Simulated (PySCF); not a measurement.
Compound: C3H5BF2O.
Cartesian coordinates in Å at the PBE0-D3(BJ)/def2-SVP level; atoms count from 1:
```
atom  x, y, z in Å
O1    -0.4496    1.0799   -1.1145
C2    -1.2291    0.6870   -0.2624
C3    -0.7522   -0.2968    0.7441
C4     0.5924   -0.8102    0.2360
B5     1.1740    0.3096   -0.7579
F6     1.6040   -0.0538   -1.9798
F7     1.8193    1.3635   -0.2093
H8    -2.2603    1.0922   -0.2486
H9    -0.6640    0.2719    1.6911
H10   -1.5293   -1.0559    0.9367
H11    1.2874   -1.0029    1.0653
H12    0.4556   -1.7574   -0.3071
```

Method used: PBE0-D3(BJ)/def2-SVP geometry optimisation, gas phase (PySCF 2.14.0).

Masses are those of the commonest isotopes; rigid-rotor values at the optimised geometry. The values belong to one conformer with, in the numbering `[O:1]=[CH:2][CH2:3][CH2:4][B:5]([F:6])[F:7]`, O1–C2–C3–C4 -12°, C2–C3–C4–B5 23°, C3–C4–B5–F6 -130°.

Give the principal moments of inertia and the rotational constants in GHz.

Ia = 122.63, Ib = 221.95, Ic = 239.28 u·Å²; 505379 MHz·u·Å²/I gives 4121, 2277 and 2112 MHz, that is A = 4.1213, B = 2.2770, C = 2.1121 GHz.

What kind of rotor is it?

An asymmetric top. Ray's parameter κ = (2B − A − C)/(A − C) = -0.836; −1 is the prolate and +1 the oblate limit.

Is it planar, by Δ = Ic − Ia − Ib?

Not planar: Δ = Ic − Ia − Ib = -105.29 u·Å². For a rigid frame Δ = −2 Σ m c², so Σ m c² = 52.65 u·Å² lies off the ab plane: 3.49 from hydrogen and 49.15 from heavier atoms. The atom farthest from that plane is 1.37 Å away.

Give the other two planar moments, Paa and Pbb, and the rms extents of the mass along the axes.

Paa = Σ m a² = (Ib + Ic − Ia)/2 = 169.30 and Pbb = Σ m b² = (Ia + Ic − Ib)/2 = 69.98 u·Å². With the mass M = 106.04 u, the rms extents √(P/M) along a, b and c are 1.26, 0.81, 0.70 Å.

List the rotational levels J(Ka,Kc) to J = 2 (MHz).

Above 0(0,0):
J = 1: 1(0,1) 4389, 1(1,1) 6233, 1(1,0) 6398
J = 2: 2(0,2) 13157, 2(1,2) 14847, 2(1,1) 15341, 2(2,1) 20874, 2(2,0) 20885

Which lines would a microwave search look for?

The dipole components are |μa| = 5.49 D, |μb| = 0.58 D, |μc| = 0.15 D. Intensities carry the squares of the components, which stand as 1.00 : 0.01 : 0.00 (a : b : c). Some lines, for components of 0.1 D or more:

```
type  branch         J(Ka,Kc)    MHz  lower level (cm⁻¹)
   a       Q  2(1,1) ← 2(1,2)    495               0.495
   c       Q  2(1,2) ← 2(0,2)   1690               0.439
   c       Q  1(1,1) ← 1(0,1)   1844               0.146
   b       Q  1(1,0) ← 1(0,1)   2009               0.146
   b       Q  2(1,1) ← 2(0,2)   2185               0.439
   a       R  1(0,1) ← 0(0,0)   4389               0.000
   c       Q  2(2,1) ← 2(1,1)   5533               0.512
   b       Q  2(2,0) ← 2(1,1)   5543               0.512
   b       Q  2(2,1) ← 2(1,2)   6028               0.495
   b       R  1(1,1) ← 0(0,0)   6233               0.000
   c       R  1(1,0) ← 0(0,0)   6398               0.000
   b       R  2(0,2) ← 1(1,1)   6923               0.208
   a       R  2(1,2) ← 1(1,1)   8613               0.208
   a       R  2(0,2) ← 1(0,1)   8768               0.146
   a       R  2(1,1) ← 1(1,0)   8943               0.213
   b       R  2(1,2) ← 1(0,1)  10458               0.146
   c       R  2(1,1) ← 1(0,1)  10952               0.146
   b       R  2(2,1) ← 1(1,0)  14476               0.213
   c       R  2(2,0) ← 1(1,0)  14486               0.213
   c       R  2(2,1) ← 1(1,1)  14641               0.208
   b       R  2(2,0) ← 1(1,1)  14651               0.208
```

Estimate the classical rotational partition function at 10 K, 200 K and 500 K.

Point group C1, symmetry number σ = 1; q = (√π/σ)·√((kT/h)³/(ABC)), k/h = 20836.6 MHz/K: 1200 at 10 K, 107000 at 200 K, 423000 at 500 K.

No PBE0-D3(BJ)/def2-SVP frequencies stand behind this structure, so it isn't proved a minimum. No vibrational averaging or centrifugal distortion is included, and the geometry carries the error of its method. Quadrupole hyperfine structure (11B) is left out.
